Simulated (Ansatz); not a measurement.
BSiH₄Cl₃O, singlet: at the end structure of a reaction step.

in.yaml

```yaml
crystal:
  periodic: [false, false, false]
  atoms:
    - {symbol: B, position_ang: [-1.340314, 0.686781, -0.399345]}
    - {symbol: Cl, position_ang: [-0.414591, -2.139158, 2.526975]}
    - {symbol: Cl, position_ang: [-1.255161, 1.838572, -1.725481]}
    - {symbol: Cl, position_ang: [-2.874142, 0.380747, 0.377632]}
    - {symbol: H, position_ang: [-0.554839, -1.269644, 1.588538]}
    - {symbol: O, position_ang: [-0.245536, 0.040526, 0.024238]}
    - {symbol: Si, position_ang: [1.350667, 0.110478, -0.502554]}
    - {symbol: H, position_ang: [2.079879, -0.835028, 0.366335]}
    - {symbol: H, position_ang: [1.404663, -0.306949, -1.921196]}
    - {symbol: H, position_ang: [1.849474, 1.493575, -0.335241]}
basis:
  gaussian: {orbitals: def2-TZVPP}
hamiltonian: {xc: {name: PBE-QIDH}}
```

Run by:

```bash
ansatz run in.yaml --threads 8 --pin off --events-out ev --progress --plain --max-ram 19148MiB
```

Output of Ansatz 0.2.0:

```
Functional definition: PBE-QIDH
  name "PBE-QIDH"
  cite "Brémond, Sancho-García, Pérez-Jiménez & Adamo, J. Chem. Phys. 141, 031101 (2014) doi:10.1063/1.4890314"
  cite "Perdew, Burke & Ernzerhof, Phys. Rev. Lett. 77, 3865 (1996) doi:10.1103/PhysRevLett.77.3865"
  parameter a = 3^(-1/3)
  parameter c = 1/3
  exchange = (1 - a)*pbe_x + a*exact_x
  correlation = (1 - c)*pbe_c + c*(mp2_os + mp2_ss)
1692 factors; integrals over basis functions are off by at most 9.6e-4 eV
mean field evaluation 1: about -48199.6858 eV, gradient 3.9e1 eV
mean field evaluation 2: about -48199.9078 eV, gradient 3.9e1 eV
mean field evaluation 4: about -48202.6683 eV, gradient 3.8e0 eV
mean field evaluation 8: about -48202.7093 eV, gradient 1.0e-1 eV
mean field evaluation 16: about -48202.7093 eV, gradient 3.3e-5 eV
mean field -48202.70932139 eV, -1771.4168945911 hartree, gradient 7.9e-6 eV, S^2 0.000000; 0 other end points of the search recorded, 0 dependent functions left out
22 core orbitals not correlated: weight in the atoms' cores, before any rotation towards them, 1.000 or more for the frozen orbitals, at most 0.000 for the correlated occupied ones
reference -48202.70933628 eV, -1771.4168951385 hartree; 19, 19 occupied and 245, 245 virtual orbitals, 1692 factors
second order -31.87230869 eV of doubles, -0.00000000 eV of singles
Total energy: -48213.33343918 eV, -1771.8073237187 hartree
```

The lines “mean field evaluation” count trial sets of orbitals through the whole run, from several starts and some on an approximate energy, so they need not fall steadily or lie above the final value.

The run took 4 s on 8 CPU threads of an Arm Neoverse V2 (shared host), with 0.75 GiB of host memory at its peak.
